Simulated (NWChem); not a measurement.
Molecule: 1,1,1-trifluoroethane (C2H3F3); SMILES C(F)(F)(F)C

```xyz
8

C      0.0000     0.0000    -1.4678
C      0.0000     0.0000     0.0311
F      0.8796     0.8796     0.5230
F      0.3220    -1.2015     0.5230
F     -1.2015     0.3220     0.5230
H     -0.2677     0.9991    -1.8340
H     -0.7314    -0.7314    -1.8340
H      0.9991    -0.2677    -1.8340
```
Atoms are numbered in this order, from 1.

Results from NWChem. Pople sets run with spherical d functions. Coordinates come from a PBE0/def2-SVP optimisation. Total energies compare along this basis series because the functional is fixed.

```json
[
 {"level": "B3LYP/STO-3G", "basis functions": "28", "energy (Ha)": "-372.2159", "highest occupied level (eV)": "-5.48", "orbital gap (eV)": "14.32", "dipole (D)": "1.14"},
 {"level": "B3LYP/3-21G", "basis functions": "51", "energy (Ha)": "-375.5046", "highest occupied level (eV)": "-9.89", "orbital gap (eV)": "13.39", "dipole (D)": "2.07"},
 {"level": "B3LYP/6-31G*", "basis functions": "76", "energy (Ha)": "-377.5504", "highest occupied level (eV)": "-10.14", "orbital gap (eV)": "13.03", "dipole (D)": "1.97"},
 {"level": "B3LYP/6-31+G*", "basis functions": "96", "energy (Ha)": "-377.5789", "highest occupied level (eV)": "-10.75", "orbital gap (eV)": "10.88", "dipole (D)": "2.35"},
 {"level": "B3LYP/def2-SVP", "basis functions": "85", "energy (Ha)": "-377.2764", "highest occupied level (eV)": "-10.44", "orbital gap (eV)": "12.18", "dipole (D)": "2.12"},
 {"level": "B3LYP/def2-SVPD", "basis functions": "133", "energy (Ha)": "-377.3047", "highest occupied level (eV)": "-10.83", "orbital gap (eV)": "11.18", "dipole (D)": "2.32"},
 {"level": "B3LYP/def2-TZVP", "basis functions": "173", "energy (Ha)": "-377.7339", "highest occupied level (eV)": "-10.66", "orbital gap (eV)": "11.67", "dipole (D)": "2.24"},
 {"level": "B3LYP/6-311++G**", "basis functions": "131", "energy (Ha)": "-377.6857", "highest occupied level (eV)": "-10.81", "orbital gap (eV)": "10.49", "dipole (D)": "2.43"},
 {"level": "B3LYP/aug-cc-pVTZ", "basis functions": "299", "energy (Ha)": "-377.7213", "highest occupied level (eV)": "-10.71", "orbital gap (eV)": "10.35", "dipole (D)": "2.28"}
]
```
